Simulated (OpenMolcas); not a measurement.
**OpenMolcas timings: BBr2Cl (SMILES ClB(Br)Br)**

The species is BBr2Cl (4 atoms), meant as a singlet with charge 0. As SMILES, `ClB(Br)Br`. The B2–Br4 distance was set to 4.178 Å, away from the relaxed value. At this shape a bond of the SMILES string is far longer than usual.

```xyz
4

Cl    1.0814   -2.3641    2.3727
B     1.2798   -0.7582    1.7542
Br    2.5682    0.4046    2.5248
Br   -1.0754    0.5603   -1.4343
```

Program: OpenMolcas 26.06. Hardware: 1 thread of Arm Neoverse V2, shared host, so times are rough. Two-electron integrals are exact unless an approximation is named.

Question: Estimate their order by wall time, quickest first.
A. energy at TPSS/6-31G* (spherical functions), grid UltraFine
B. energy at HF/3-21G
C. energy at B3LYP/6-31G* (Cartesian functions), grid UltraFine
D. energy at HF/6-31G* (spherical functions)

Answer: B (2.5 s), D (6.6 s), C (18 s), A (48 s).
